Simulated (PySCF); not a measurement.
Basis and Hamiltonian dependence of the excitation energy of V²⁺

V²⁺ [Ar] 3d3 (4F) → V²⁺ [Ar] 3d2 4p1 (high-spin determinant). All values are computed (PySCF 2.14, energy differences of UHF-based or UKS calculations, no spin-orbit coupling). Values in eV.

```csv
basis,Hamiltonian,functions,UHF,PBE,PBE0,MP2 (valence),CCSD(T) (valence)
ANO-RCC-VTZP,spin-free X2C,59,10.286,10.625,10.729,10.542,n/a
aug-cc-pVDZ-DK,spin-free X2C,59,10.475,11.013,11.067,10.681,n/a
aug-cc-pVDZ,non-relativistic,59,10.716,11.234,11.296,10.920,10.925
x2c-TZVPPall,spin-free X2C,64,10.167,10.541,10.629,10.401,n/a
def2-TZVPPD,non-relativistic,67,10.372,10.737,10.829,10.606,10.596
"x2c-TZVPPall with one added diffuse shell each of s, p, d, f type",spin-free X2C,80,10.165,10.538,10.627,10.399,n/a
def2-QZVPPD,non-relativistic,93,10.393,10.792,10.875,10.658,10.650
aug-cc-pVTZ-DK,spin-free X2C,93,10.173,10.558,10.643,10.414,n/a
x2c-QZVPPall,spin-free X2C,96,10.184,10.595,10.674,10.449,n/a
dyall-av2z,non-relativistic,101,10.482,10.891,10.971,10.697,10.689
"aug-cc-pVTZ with one added diffuse shell each of s, p, d, f, g type",non-relativistic,118,10.381,10.754,10.844,10.623,n/a
"x2c-QZVPPall with one added diffuse shell each of s, p, d, f, g type",spin-free X2C,121,10.184,10.594,10.673,10.448,n/a
aug-cc-pwCVTZ-DK,spin-free X2C,127,10.165,10.559,10.643,10.432,n/a
aug-cc-pVQZ-DK,spin-free X2C,140,10.168,10.558,10.643,10.435,n/a
```

Frozen in the all-electron rows: valence: [Ar].

At UHF, aug-cc-pVDZ-DK, aug-cc-pVDZ lie more than 0.3 eV from the median of the rows with comparable relativity.

One determinant mixes LS terms of the configuration, so the numbers do not refer to single terms. Non-relativistic rows lack the scalar-relativistic shift.
